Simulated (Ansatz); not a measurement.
The cluster Li4O2, relaxed as a singlet with RKS r2SCAN-D4/def2-TZVP in Ansatz, starting from the GFN1-xTB geometry. Force threshold 0.02 eV/Å.

Another isomer (singlet) lies 0.40 eV lower at PBE0-D4/def2-TZVP; other spin states weren't run for this one.

Start:

```xyz
6

Li    0.7410    0.7881    0.9871
Li    0.9169   -0.9598   -0.4358
Li   -2.1716   -1.0220    0.8149
Li   -0.1440    0.9126   -1.1091
O    -0.8137   -0.4119    0.3030
O     1.4713    0.6929   -0.5600
```

| step | energy (eV) | largest force component (eV/Å) | SCF passes |
| --- | --- | --- | --- |
| 1 | -4915.7623 | 1.407 | 17 |
| 2 | -4915.8405 | 0.950 | 20 |
| 3 | -4915.8844 | 0.370 | 20 |
| 4 | -4915.8981 | 0.073 | 20 |
| 5 | -4915.8986 | 0.025 | 20 |
| 6 | -4915.8986 | 0.002 | 14 |

Force components are those of the run's own axes.

End:

```xyz
6

Li    0.6638    0.7277    0.9516
Li    0.9090   -0.9284   -0.4335
Li   -2.1677   -1.0092    0.8231
Li   -0.1596    0.8589   -1.0546
O    -0.7558   -0.3522    0.2872
O     1.5104    0.7032   -0.5738
```

By distances, no bond broke or formed. The bond that changes most is Li1–O5, from 2.08 to 1.90 Å (atoms count from 1).

No frequencies were taken in this run, so the end may be a saddle point.

Run time 6.5 s (4 threads of Arm Neoverse V1 on a shared host).
